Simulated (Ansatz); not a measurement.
Geometry optimisation, RKS PBE-D4/6-31G* (Ansatz 0.2.0).

Input:

```yaml
crystal:
  periodic: [false, false, false]
  atoms:
    - { symbol: B, position_ang: [0.0, 0.0, 0.0] }
    - { symbol: H, position_ang: [0.0, 0.0, 1.54] }
    - { symbol: "N", position_ang: [1.3423, 0.0, -0.775] }
    - { symbol: H, position_ang: [1.8089, -0.9179, -1.0268] }
    - { symbol: H, position_ang: [1.7937, 0.9179, -1.0532] }
    - { symbol: O, position_ang: [-1.2211, 0.0, -0.705] }
    - { symbol: H, position_ang: [-1.7308, -0.8467, -0.4965] }
    - { symbol: F, position_ang: [0.0726, 1.5356, 0.5108] }
    - { symbol: H, position_ang: [0.041, 0.8666, 1.4996] }
basis:
  gaussian: { orbitals: "6-31G*" }
hamiltonian:
  xc: pbe
  dispersion: d4
relax:
  f_tol: 0.15
  max_steps: 25
  restrain:
    - { distance: [0, 7], at: 1.32, k: 30.0 }
    - { distance: [8, 1], at: 0.66, k: 30.0 }
    - { distance: [0, 1], at: 2.39, k: 30.0 }
    - { distance: [8, 7], at: 2.12, k: 30.0 }
```

Launched with:

```bash
$ ansatz run input.yaml --threads 1 --pin off --max-ram 2048MiB --backend cpu --events-out ev --progress --plain --runs-dir out
```

**Question.** Where does it end, and by what steps?

**Answer.** It converged. The restraints hold the end off the free minimum. After 8 steps the energy has fallen by 4.040 eV (the restraints' own energy left out); H7 moved furthest, 0.68 Å.

| step | energy less start (eV) | largest force component (eV/Å) | accepted |
| --- | --- | --- | --- |
| 0 | 0.0000 | 3.706 | yes |
| 1 | -1.3253 | 5.264 | yes |
| 2 | -2.6455 | 3.374 | yes |
| 3 | -3.2864 | 2.067 | yes |
| 4 | -3.6329 | 1.254 | yes |
| 5 | -3.8635 | 1.167 | yes |
| 6 | -4.0012 | 1.446 | yes |
| 7 | -4.0350 | 1.580 | yes |
| 8 | -4.0400 | 1.599 | yes |

```xyz
9
Properties=species:S:1:pos:R:3
B -0.048 0.527 -0.396
H 0.035 0.052 1.955
N 1.203 -0.008 -0.809
H 1.333 -0.917 -1.242
H 2.056 0.542 -0.748
O -1.252 -0.142 -0.461
H -1.163 -1.041 -0.818
F -0.087 1.781 0.074
H 0.030 0.763 1.940
```

Run time: 21 s on 1 thread of Intel(R) Xeon(R) Platinum 8375C CPU @ 2.90GHz (Ice Lake), with other jobs on the host, peak memory 0.17 GiB.
